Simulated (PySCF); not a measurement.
A structure optimised at PBE-D3(BJ)/def2-SVP, used in a PySCF frequency run:

```xyz
13

C      1.3858    -1.2130     0.0000
C      0.1269    -0.7125     0.0000
C     -1.0960    -1.5935     0.0000
C     -0.0835     0.7439     0.0000
C     -1.2637     1.3981     0.0000
F      1.0590     1.4709     0.0000
H      2.2615    -0.5492     0.0000
H      1.5601    -2.2995     0.0000
H     -1.7297    -1.4046    -0.8917
H     -1.7297    -1.4046     0.8917
H     -0.8115    -2.6623     0.0000
H     -2.2117     0.8477     0.0000
H     -1.2866     2.4963     0.0000
```
Charge 0, spin multiplicity 1.

**Question.** Write its SMILES, formula and point group.

**Answer.** C=C(C)C(=C)F, C5H7F, Cs

**Question.** What are its rotational constants (standard atomic weights)?

**Answer.** 5.0459, 3.3532, 2.0406 GHz
